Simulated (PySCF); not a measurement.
**Excitation energy of Sr by level of theory**

Sr [Kr] 5s2 (1S) → Sr [Kr] 5s1 5p1 (3P), as a difference of total energies. Calculation: PySCF 2.14, in def2-QZVPPD with the def2 core potential (28 electrons); a scalar-relativistic core potential. Correlated levels: valence: 4s2 4p6 frozen; valence and next inner shell: nothing frozen outside the core potential. The calculations carry no spin-orbit coupling.

```
                                method  excitation energy (eV)
                                   UHF                   0.972
                                   LDA                   1.934
                                   PBE                   1.754
                                  PBE0                   1.648
                                r2SCAN                   1.497
                             CAM-B3LYP                   1.837
                                 TPSSh                   1.641
                                  PW91                   1.762
                                B2PLYP                   1.783
                         MP2 (valence)                   1.435
                     SCS-MP2 (valence)                   1.566
    MP2 (valence and next inner shell)                   1.775
SCS-MP2 (valence and next inner shell)                   1.836
```

How much does correlation contribute at MP2 (valence and next inner shell)?

1.775 − (0.972) = 0.803 eV, measured against UHF.

Errors of the correlated levels include the incompleteness of this basis and the frozen core.

For comparison: 1.823 eV (measured; NIST levels, between the centres of gravity of the two terms).
